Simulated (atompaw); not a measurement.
# Which change was made? (Fe, PAW (atompaw))

```json
{
  "Element": "Fe (Z = 26)",
  "Generator": "atompaw 4.2.0.5",
  "Type": "PAW",
  "Functional": "PBEsol",
  "Relativity": "scalar-relativistic",
  "Frozen core": "[Ar]",
  "Valence charge": "8",
  "Reference configuration": "3d6 4s1.5 4p0.5",
  "Partial waves": "4s (bound): rc 2.30 bohr; 4s channel at 0.15 Ry: rc 2.30 bohr; 4p (bound): rc 2.30 bohr; 4p channel at 1.75 Ry: rc 2.30 bohr; 3d (bound): rc 1.60 bohr; 3d channel at 2.35 Ry: rc 1.60 bohr",
  "Local potential": "bessel scheme, radius 2.00 bohr",
  "Core correction": "smooth core density matched at 1.65 bohr",
  "Augmentation charge": "besselshape compensation charge, radius 2.15 bohr; PAW radius 2.30 bohr; waves and projectors: custom polynom vanderbiltortho"
}
```

Cutoffs, loose and tight: the cutoffs (Ry, on a coarse ladder) from which the occupation-weighted sum of valence levels, in a spherical-Bessel basis at the reference potential, stays within 10 and 1 mRy of its value at 400 Ry. They see the waves, projectors and local potential, not the compensation charge or the core.

The base gives: outcome: generated; cutoff, loose: 50 Ry; cutoff, tight: 70 Ry; bound ghosts: none.

Question: After one change the result is: outcome: generated; cutoff, loose: 25 Ry; cutoff, tight: 45 Ry; bound ghosts: none. Which change was it?
A. all radii scaled by about 1.26 (s 2.90, p 2.90, d 2.02 bohr); local potential bessel scheme, radius 2.52 bohr; augmentation besselshape compensation charge, radius 2.72 bohr; PAW radius 2.90 bohr; waves and projectors: custom polynom vanderbiltortho; core correction smooth core density matched at 2.08 bohr
B. all radii scaled by about 0.94 (s 2.16, p 2.16, d 1.50 bohr); local potential bessel scheme, radius 1.88 bohr; augmentation besselshape compensation charge, radius 2.02 bohr; PAW radius 2.16 bohr; waves and projectors: custom polynom vanderbiltortho; core correction smooth core density matched at 1.56 bohr
C. all radii scaled by about 0.78 (s 1.80, p 1.80, d 1.26 bohr); local potential bessel scheme, radius 1.56 bohr; augmentation besselshape compensation charge, radius 1.68 bohr; PAW radius 1.80 bohr; waves and projectors: custom polynom vanderbiltortho; core correction smooth core density matched at 1.30 bohr
D. all radii scaled by about 1.12 (s 2.58, p 2.58, d 1.80 bohr); local potential bessel scheme, radius 2.24 bohr; augmentation besselshape compensation charge, radius 2.42 bohr; PAW radius 2.58 bohr; waves and projectors: custom polynom vanderbiltortho; core correction smooth core density matched at 1.86 bohr

Answer: A. The others give: all radii scaled by about 0.78 (s 1.80, p 1.80, d 1.26 bohr); local potential bessel scheme, radius 1.56 bohr; augmentation besselshape compensation charge, radius 1.68 bohr; PAW radius 1.80 bohr; waves and projectors: custom polynom vanderbiltortho; core correction smooth core density matched at 1.30 bohr → outcome: generated; cutoff, loose: 90 Ry; cutoff, tight: 120 Ry; bound ghosts: s, p | all radii scaled by about 1.12 (s 2.58, p 2.58, d 1.80 bohr); local potential bessel scheme, radius 2.24 bohr; augmentation besselshape compensation charge, radius 2.42 bohr; PAW radius 2.58 bohr; waves and projectors: custom polynom vanderbiltortho; core correction smooth core density matched at 1.86 bohr → outcome: generated; cutoff, loose: 40 Ry; cutoff, tight: 55 Ry; bound ghosts: none | all radii scaled by about 0.94 (s 2.16, p 2.16, d 1.50 bohr); local potential bessel scheme, radius 1.88 bohr; augmentation besselshape compensation charge, radius 2.02 bohr; PAW radius 2.16 bohr; waves and projectors: custom polynom vanderbiltortho; core correction smooth core density matched at 1.56 bohr → outcome: generated; cutoff, loose: 60 Ry; cutoff, tight: 90 Ry; bound ghosts: none.
